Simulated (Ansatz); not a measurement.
**A barrier at the coupled-cluster level**

Start structure (GaH₃O, closed shell), relaxed at PBE0-D4/def2-TZVP:

```xyz
5
angstrom
Ga -0.3497 0.3166 0.2828
H -1.4995 0.4446 -0.7718
O 1.0812 -0.6545 -0.1713
H 1.0333 -1.0348 -1.0505
H -0.2653 0.9281 1.7109
```

The step: GaH₃O ([OH][GaH2]) → GaHO ([O][GaH]) + H₂; bonds formed: H2–H4; bonds broken: Ga1–H2, O3–H4. Ansatz 0.2.0; basis: def2-TZVPP and def2-QZVPP; cores frozen in the correlated methods. Filled d shells of the heavier atoms are correlated. The def2 sets are not built for correlating such inner shells, so the correlated values are less sure here. Extrapolation: Hartree–Fock as exp(−7.88 √X), correlation as X^−2.97. Energies below are by CCSD(T) at an estimated basis limit (MP2 extrapolated from triple and quadruple zeta, plus CCSD(T) − MP2 in triple zeta).

Q: What are the electronic barrier and the energy of the step, from the start structure to the end structure? (An estimate is asked for; the value comes from the calculation.)

A: The calculation gives: Barrier 70.07 kcal/mol; step energy 48.19 kcal/mol (uphill); reverse barrier, their difference, 21.88 kcal/mol. Barrier and step energy count from the start structure, the reverse barrier from the end structure.

The saddle point: One imaginary mode of 1442i cm⁻¹.
```
  pair  start (Å)  saddle (Å)  end (Å)
 H2–H4       2.95        0.95     0.75
Ga1–H2       1.57        1.99     4.63
 O3–H4       0.96        1.45     2.40
```

Zero-point energy (harmonic, PBE0-D4): ZPE is 16.82 kcal/mol at the start and 13.55 kcal/mol at the saddle, so the barrier goes from 70.07 to 66.79 kcal/mol.

First-order rate constant out of the start structure at 498 K by transition-state theory, with harmonic vibrational free energies alone and no tunnelling: ΔA‡ = 67.12 kcal/mol, so k = (kB T/h) exp(−ΔA‡/kB T) ≈ 10^-16 s⁻¹ (an order of magnitude at best: rotation, the number of equivalent paths and anharmonicity are left out).

The T1 diagnostic stays at or below 0.027. The T1 diagnostic is large here, which may signal multireference character or strong orbital relaxation, so CCSD(T) is less sure.

Labels in which every atom is bracketed show which atoms are joined, not bond orders.

For scale, one of the runs: CCSD(T)/def2-TZVPP, 121 basis functions, launched by `ansatz run in.yaml --threads 2 --pin off --events-out ev --progress --plain --max-ram 4352MiB`. The run took about 9 s on 2 CPU threads (shared host).
